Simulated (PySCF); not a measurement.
## Hg+: excitation energy

Hg+ [Xe] 4f14 5d10 6s1 (2S) → Hg+ [Xe] 4f14 5d10 6p1 (2P), as a difference of total energies. Calculation: PySCF 2.14, in ANO-RCC-VTZP; the spin-free X2C one-electron Hamiltonian (Gaussian nucleus). Correlated levels: valence and next inner shell: [Kr] 4d10 4f14 frozen. The calculations carry no spin-orbit coupling.

```csv
method,excitation energy (eV)
UHF,6.611
MP2 (valence and next inner shell),7.409
SCS-MP2 (valence and next inner shell),7.304
CCSD (valence and next inner shell),7.174
CCSD(T) (valence and next inner shell),7.188
```

Task: How much does correlation contribute at CCSD(T) (valence and next inner shell)?

Result: 7.188 − (6.611) = 0.577 eV, measured against UHF.

Errors of the correlated levels include the incompleteness of this basis and the frozen core.

The basis was made for the ground configuration and has no added diffuse functions, so the excitation energy can come out too high.

For comparison: 7.137 eV (measured; NIST levels, between the centres of gravity of the two terms).
